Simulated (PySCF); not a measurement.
## Bond curve of RbBe⁺

Set-up: PySCF, scalar-relativistic core potentials, basis sets Rb def2-TZVP with ECP28, Be def2-TZVP. Energies in eV from Rb⁺ + Be in their ground configurations at the same level. State: ¹Σ⁺ (singlet), closed shell.

All columns are PBE0. A positive dipole points towards Be; it is taken about the centre of mass and depends on that origin.

| R (Å) | E (eV) | μ (D) | Mulliken charge on Rb (basis-dependent) | HOMO (eV) | LUMO (eV) | Mayer bond order | ⟨S²⟩ |
| --- | --- | --- | --- | --- | --- | --- | --- |
| 3.197 | -0.105 | 0.88 | 0.95 | -10.91 | -5.75 | 0.13 | 0.00 |
| 3.346 | -0.158 | 0.82 | 0.93 | -10.79 | -5.71 | 0.16 | 0.00 |
| 3.495 | -0.185 | 0.73 | 0.92 | -10.66 | -5.67 | 0.17 | 0.00 |
| 3.607 | -0.194 | 0.65 | 0.91 | -10.56 | -5.63 | 0.17 | 0.00 |
| 3.718 | -0.196 | 0.55 | 0.91 | -10.46 | -5.60 | 0.17 | 0.00 |
| 3.829 | -0.193 | 0.44 | 0.92 | -10.36 | -5.56 | 0.17 | 0.00 |
| 3.978 | -0.184 | 0.29 | 0.92 | -10.23 | -5.52 | 0.16 | 0.00 |
| 4.164 | -0.169 | 0.09 | 0.93 | -10.08 | -5.47 | 0.14 | 0.00 |
| 4.387 | -0.147 | -0.15 | 0.94 | -9.90 | -5.41 | 0.11 | 0.00 |
| 4.685 | -0.119 | -0.49 | 0.96 | -9.68 | -5.37 | 0.08 | 0.00 |

A fit through these points gives, at Re = 3.701 Å, μ = 0.56 D and dμ/dR = -0.895 D/Å; the reduced mass is 8.147 u.

**Question.** How strong is the fundamental in the double-harmonic approximation, I = 42.26·(dμ/dR)²/μred km/mol?

**Answer.** I = 42.26·(-0.895)²/8.147 = 4.16 km/mol at PBE0.

Closed-shell solutions of metal pairs were not tested for spin polarisation, which can lower them a little. The bond is weak. Basis-set superposition, not corrected here, can be much of De in a small basis, most of all at correlated wavefunction levels. For an ion De counts to the pair picked by the measured ionisation energies or electron affinities, which need not be the lowest pair at this level.
